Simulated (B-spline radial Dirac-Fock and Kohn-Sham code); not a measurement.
Photoelectron lines of Cr¹¹⁺ at 395 eV

System: chromium as Cr¹¹⁺, [Ne] 3s2 3p1.

The run's input, task.json:

```json
{"items": [{
  "Z": 24,
  "q": 11,
  "cfg": [[1, 0, 2], [2, 0, 2], [2, 1, 6], [3, 0, 2], [3, 1, 1]],
  "A": 52,
  "rrms": 3.6452,
  "do": ["binding", "quiet", "photo"],
  "hv": [84.6, 293.0, 395.0, 412.0, 975.0, 978.0, 1486.9, 2000, 4000, 15000, 22162.9, 59318.2, 66800.0, 150000, 151000.0, 200000]
}]}
```

Command: `python xray_run.py task.json out`

Method: the independent-particle Dirac-Slater model, thresholds from Dirac-Fock. Computed with a radial atomic solver. The asymmetry parameter β is from the dipole term alone. Kinetic energies are from the vacuum level. Open shells are spread statistically over j, without multiplet splitting.

The last column is dσ/dΩ = σ/(4π) · [1 − (β/2) P₂(cos θ)] at θ = 90° from the beam of unpolarised light.

```
  subshell  electrons  binding (eV)  kinetic (eV)  σ (kb)     β  dσ/dΩ (kb/sr)
   M1 (3s)          2         323.7         71.25       ?     ?              ?
M2 (3p1/2)       0.33         297.0         97.97    33.6  1.61           3.76
M3 (3p3/2)       0.67         295.4         99.56    67.3  1.62           7.53
```

Problem. What are σ and β for M1 (3s)?

Solution. σ = 143 kb, the largest of all subshells and 59 % of the total, and β = 2.00, which gives dσ/dΩ = 17.1 kb/sr.
